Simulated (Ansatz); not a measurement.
`CO[CH2][SnH2][SiH2][GaH][GaH2]`, charge 0, multiplicity 1.

Problem. Give a relaxed structure at PBE0-D4/def2-TZVP (Ansatz). (Best estimate.)

Solution. Ansatz gave: 
```xyz
19

C    -1.114    0.587   -1.563
O     0.178    0.888   -1.076
C     0.185    1.671    0.121
Sn   -0.694    0.697    1.891
Si   -0.559   -1.843    1.539
Ga    1.455   -2.162    0.209
Ga    1.815   -0.417   -1.507
H    -1.659   -0.051   -0.857
H    -0.989    0.062   -2.508
H    -1.674    1.512   -1.724
H     1.233    1.889    0.325
H    -0.326    2.617   -0.085
H     0.254    1.279    3.192
H    -2.274    1.334    2.085
H    -0.769   -2.524    2.849
H    -1.767   -2.128    0.702
H     2.378   -3.377    0.620
H     1.394   -0.692   -3.004
H     2.936    0.657   -1.209
```
This is one stationary point; other conformers may exist.
